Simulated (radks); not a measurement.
The mean radii <r> (bohr) of the occupied orbitals of an atom or ion are listed with their occupations. Method: non-relativistic Kohn-Sham, PBE, spin-polarised, spherical densities, point nucleus; computed with a radial shooting solver on a logarithmic mesh with Libxc functionals.

orbital  occ.      <r>
1s down     1  0.05290
1s up       1  0.05290
2s up       1   0.2387
2s down     1   0.2386
2p up       3   0.2078
2p down     3   0.2078
3s up       1   0.7198
3s down     1   0.7205
3p up       3   0.7488
3p down     3   0.7500
3d up       5   0.9131
3d down     4   0.9232

Name the element and its charge. Open shells, if any, are filled with parallel spins first.

Answer. Z = 29, copper, charge +2: Cu2+ in [Ar] 3d9. The 1s radius gives Z: for a bare nucleus <r> = 1.5/Z, 0.05172 bohr for Z = 29, and screening makes it slightly larger (0.05290 here). The occupations add up to 27, and the charge is Z minus that.
